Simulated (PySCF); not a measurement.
C₃H₃F₃, SMILES F[C@H]1[C@H](F)[C@H]1F.

Geometry: PBE0-D3(BJ)/def2-SVP. The structure was generated by enumeration; whether it is a known compound was not checked.

These are TDA-PBE/def2-SVPD (PySCF 2.14.0) values and carry that method's errors.

Vertical excitations. The molecule is in vacuum. State labels are in the subgroup Cs.

Computed lowest excited states:
```tsv
state	symmetry	energy (eV)	λ (nm)	f	main pairs
S1	A"	6.40	194	0.001	HOMO→LUMO 99 %
S2	A'	6.52	190	0.000	HOMO−1→LUMO 99 %
S3	A"	7.57	164	0.007	HOMO→LUMO+1 99 %
S4	A'	7.70	161	0.013	HOMO−1→LUMO+1 96 %
S5	A"	7.81	159	0.011	HOMO→LUMO+2 99 %
S6	A'	7.96	156	0.002	HOMO−1→LUMO+2 94 %
S7	A'	8.10	153	0.019	HOMO→LUMO+3 98 %
S8	A"	8.21	151	0.001	HOMO−1→LUMO+3 100 %
S9	A'	8.76	142	0.016	HOMO−2→LUMO 97 %
S10	A"	8.81	141	0.001	HOMO→LUMO+4 95 %
T1	A"	6.00	207	0	HOMO→LUMO 100 %
T2	A'	6.10	203	0	HOMO−1→LUMO 100 %
T3	A"	7.45	166	0	HOMO→LUMO+1 98 %
T4	A'	7.57	164	0	HOMO−1→LUMO+1 97 %
```
Triplets are in the Tamm–Dancoff approximation.
